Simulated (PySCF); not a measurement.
Exercise with solution: chemical shift, span and skew from a shielding tensor

C2H4F, SMILES [CH](C)F (connectivity only; charge and spin as stated), charge +1, multiplicity 1. Atoms are numbered in the order given.

```xyz
7

C      0.1799     1.1598     0.0000
C     -0.4308    -0.1212     0.0000
F      0.2488    -1.1693     0.0000
H     -0.2442     1.7184    -0.8570
H     -0.2442     1.7184     0.8570
H      1.2675     1.1464     0.0000
H     -1.5130    -0.2911     0.0000
```
Charge +1, spin multiplicity 1.

The structure is a stationary point at PBE0-D3(BJ)/def2-TZVP. The spin state was assumed, not searched. The isomer is the one that the SMILES or the coordinates give; other isomers of the formula were not compared.

GIAO shieldings from PBE/pcSseg-2 in PySCF, non-relativistic, no solvent. The symmetric part of the tensor of C1 has the principal values 68.1, 160.1, 167.9 ppm. The same nucleus in TMS has σ = 181.4 ppm at this level (PySCF, at its B3LYP-D3(BJ)/def2-TZVP geometry).

Problem. Work out the isotropic shielding, the ¹³C shift against TMS, the span and the skew.

Solution. 
σ(iso) = (σ11 + σ22 + σ33)/3 = 132.0 ppm. δ = σ(ref) − σ(iso) = 181.4 − (132.0) = 49.4 ppm.
Span Ω = σ33 − σ11 = 99.8 ppm. Skew κ = 3(σ(iso) − σ22)/Ω = -0.84. Tumbling in solution averages the tensor to δ; in a static solid the shielding alone would spread this spin-1/2 line over Ω.
